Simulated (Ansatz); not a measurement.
`CC(C)[O][In]([Cl])[Cl]`. Total charge 0; spin multiplicity 1. Correlated methods include outer-core shells of In, which these sets cover unevenly. In takes the def2 core potential.

Cartesian coordinates in Å:
```
C -0.174 -0.328 1.512
C -0.743 -0.516 0.120
C 0.164 -1.348 -0.765
O -1.059 0.727 -0.483
In 0.293 2.088 -0.888
Cl 2.558 1.899 -0.470
Cl -0.456 4.028 -1.865
H -0.038 -1.288 2.017
H -0.843 0.286 2.118
H 0.808 0.159 1.465
H -1.710 -1.029 0.206
H 1.152 -0.879 -0.854
H 0.314 -2.347 -0.349
H -0.267 -1.452 -1.762
```

Give the diagnostics of a CCSD(T)/def2-TZVPP run (frozen core, the Gaussian-basis code of Ansatz). (Best estimate.)

Ansatz gave: T1 = 0.0142, largest single amplitude 0.042, largest double 0.021, (T) share of the correlation energy 3.9 %, 10 CCSD cycles. The RHF solution is stable towards an unrestricted one. T1 lies under the customary mark of 0.02 for closed shells.
